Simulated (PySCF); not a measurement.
# Relaxation of quintet [RuF3]+

These are results of UPBE0 in PySCF with Ru def2-TZVP with ECP28, F def2-TZVP; scalar-relativistic core potentials, no spin–orbit coupling; density-fitted integrals, not measurements. A (50,194) grid was used.

A start at or just off a symmetric point, pushed along the force that breaks its symmetry, of C2v symmetry, free to break it:

Coordinates in bohr (charge 1 multiplicity 5):
```
Ru   -0.0198    0.0000    0.0000
F     3.3164    0.0000    0.0000
F    -1.6050    3.0358    0.0000
F    -1.6050   -3.0358    0.0000
```

At each step, columns x, y, z (Å) and Fx, Fy, Fz (eV/Å):

```
step 0  E − E(last) = 45.47 kJ/mol
Ru  -0.011   0.000   0.000  -1.710   0.000   0.000
F    1.755   0.000   0.000   0.162   0.000   0.000
F   -0.849   1.606   0.000   0.774   0.211   0.000
F   -0.849  -1.606   0.000   0.774  -0.211   0.000
step 1  E − E(last) = 26.79 kJ/mol
Ru  -0.073   0.000   0.000  -1.176   0.000   0.000
F    1.701   0.000   0.000  -0.210   0.000   0.000
F   -0.791   1.661   0.000   0.693   0.030   0.000
F   -0.791  -1.661   0.000   0.693  -0.030   0.000
step 2  E − E(last) = 3.33 kJ/mol
Ru  -0.228   0.000   0.000  -0.400   0.000   0.000
F    1.542   0.000   0.000  -0.239   0.000   0.000
F   -0.634   1.777   0.000   0.320  -0.863   0.000
F   -0.634  -1.777   0.000   0.320   0.863   0.000
step 3  E − E(last) = 0.20 kJ/mol
Ru  -0.249   0.000   0.000  -0.082   0.000   0.000
F    1.516   0.000   0.000  -0.002   0.000   0.000
F   -0.611   1.757   0.000   0.042   0.094   0.000
F   -0.611  -1.757   0.000   0.042  -0.094   0.000
step 4  E − E(last) = 0.02 kJ/mol
Ru  -0.267   0.000   0.000  -0.008   0.000   0.000
F    1.497   0.000   0.000   0.013   0.000   0.000
F   -0.592   1.768   0.000  -0.003  -0.057   0.000
F   -0.592  -1.768   0.000  -0.003   0.057   0.000
step 5  E − E(last) = 0.00 kJ/mol
Ru  -0.264   0.000   0.000   0.001   0.000   0.000
F    1.500   0.000   0.000  -0.002   0.000   0.000
F   -0.595   1.765   0.000   0.000   0.002   0.000
F   -0.595  -1.765   0.000   0.000  -0.002   0.000
```

It ends at C2v with Ru–F 1.765 Å, Ru–F 1.796 Å (×2); F–Ru–F 100.6° (×2), F–Ru–F 158.7°. A frequency run shows a minimum. Other isomers or separated fragments may lie lower.

With open d or f shells other occupations or spin states may lie lower.
